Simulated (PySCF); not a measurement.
C7H4O.
Cartesian coordinates in Å at the GFN2-xTB level; atoms count from 1:
```
atom  x, y, z in Å
C1    -2.832    1.879    0.339
C2    -2.473    0.761    0.089
C3    -2.059   -0.588   -0.215
O4    -2.822   -1.496   -0.454
C5    -0.630   -0.706   -0.191
C6     0.573   -0.827   -0.176
C7     1.973   -0.960   -0.156
C8     2.789    0.056    0.110
H9    -3.141    2.859    0.558
H10    2.353   -1.950   -0.373
H11    3.858   -0.069    0.119
H12    2.411    1.042    0.326
```

Vertical excitations from PySCF (density fitting, frozen core in the response, grid level 2 and gas phase unless stated; continuum runs use non-equilibrium linear response for the excitations) on a GFN2-xTB geometry. Reference run:

```
                              settings    S1, eV (f)    S2, eV (f)    S3, eV (f)    S4, eV (f)    S5, eV (f)    S6, eV (f)  T1, eV (Tamm–Dancoff)  mean α (au)
PBE0/def2-SVPD, full TDDFT, 6 singlets  3.51 (0.000)  4.07 (0.000)  4.43 (0.390)  4.81 (0.000)  5.33 (0.101)  6.03 (0.000)                   2.84         93.9
```

What do these settings give: (1) PBE0/def2-SVPD, grid level 3, level shift 0.2 Eh, TDA, 6 singlets; (2) B97-D/MINI, TDA, 3 singlets?

```
                                                         settings    S1, eV (f)    S2, eV (f)    S3, eV (f)    S4, eV (f)    S5, eV (f)    S6, eV (f)  T1, eV (Tamm–Dancoff)  mean α (au)
PBE0/def2-SVPD, grid level 3, level shift 0.2 Eh, TDA, 6 singlets  3.53 (0.000)  4.08 (0.000)  4.61 (0.461)  4.82 (0.000)  5.50 (0.133)  6.03 (0.000)                   2.84         93.9
                                      B97-D/MINI, TDA, 3 singlets  2.87 (0.000)  3.92 (0.000)  4.36 (0.290)             –             –             –                   2.31         60.2
```

(1) S1 moves by +0.02 eV. (2) S1 moves by -0.64 eV; functional, basis and response scheme change together, so the shift can't be laid on one. States are counted by energy in each run and needn't keep their character from row to row.

Give the leading configurations of S1 (H = HOMO, L = LUMO) and the HOMO–LUMO gap of each run.

```
                                                         settings  S1 configurations (weight)  S1 (eV)  orbital gap (eV)  S1 − gap (eV)
                           PBE0/def2-SVPD, full TDDFT, 6 singlets      H−1→L 0.86, H−2→L 0.10     3.51              5.00          -1.49
PBE0/def2-SVPD, grid level 3, level shift 0.2 Eh, TDA, 6 singlets      H−1→L 0.86, H−2→L 0.10     3.53              5.00          -1.47
                                      B97-D/MINI, TDA, 3 singlets                    H→L 0.99     2.87              2.66          +0.21
```


B97-D is run here without its empirical dispersion term; that term would change no orbital, density or response property at a fixed geometry.
